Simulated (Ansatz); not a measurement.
Abridged output of a molecular run in Ansatz:

```
Functional definition: HF
1673 factors; integrals over basis functions are off by at most 9.1e-4 eV
mean field evaluation 1: about -77705.9366 eV, gradient 4.2e1 eV
mean field evaluation 2: about -77706.1351 eV, gradient 4.2e1 eV
mean field evaluation 4: about -77710.1874 eV, gradient 3.7e0 eV
mean field evaluation 8: about -77710.2828 eV, gradient 3.8e-1 eV
mean field evaluation 16: about -77710.2832 eV, gradient 1.8e-6 eV
mean field -77710.28315571 eV, -2855.8002320507 hartree, gradient 1.8e-6 eV, S^2 0.000000; 0 other end points of the search recorded, 0 dependent functions left out
21 core orbitals not correlated: weight in the atoms' cores, before any rotation towards them, 1.000 or more for the frozen orbitals, at most 0.000 for the correlated occupied ones
reference -77710.28315571 eV, -2855.8002320507 hartree; 21, 21 occupied and 236, 236 virtual orbitals, 1673 factors
second order -27.26315025 eV of doubles, -0.00000000 eV of singles
cycle   1  -27.53604497 eV  change   -2.7e-1 eV  update   1.3e-1
cycle   2  -28.31045062 eV  change   -7.7e-1 eV  update   4.2e-2
cycle   3  -28.49494350 eV  change   -1.8e-1 eV  update   2.2e-2
cycle   4  -28.47437617 eV  change    2.1e-2 eV  update   5.1e-3
cycle   5  -28.47012167 eV  change    4.3e-3 eV  update   2.3e-3
cycle   6  -28.47147543 eV  change   -1.4e-3 eV  update   6.0e-4
cycle   7  -28.47116953 eV  change    3.1e-4 eV  update   2.1e-4
cycle   8  -28.47099872 eV  change    1.7e-4 eV  update   6.1e-5
cycle   9  -28.47101972 eV  change   -2.1e-5 eV  update   2.4e-5
perturbative correction -0.92205856 eV, -0.0338850271 hartree
Total energy: -77739.67623399 eV, -2856.8804077541 hartree
```

Its atoms:

Z-matrix (Å, degrees):
```
Ge
F 1 1.745
Si 1 2.396 2 106.7
F 1 1.745 2 103.2 3 -112.2
Si 1 2.396 2 106.7 3 135.6
H 3 1.485 1 108.4 2 65.7
H 3 1.483 1 109.0 2 -54.8
H 3 1.485 1 108.4 2 -175.3
H 5 1.485 1 108.4 2 -65.5
H 5 1.485 1 108.4 2 175.5
H 5 1.483 1 109.0 2 55.0
```

Task: Which basis set was used?
A. def2-SVPD
B. def2-SVP
C. def2-TZVPP
D. cc-pV(Q+d)Z

Result: C. It gives 278 functions.

Task: Write the keys of the input that set method, charge and spin (a neutral closed shell needs none for the last two).

Result: 
```yaml
correlation: {method: ccsd_t}
```
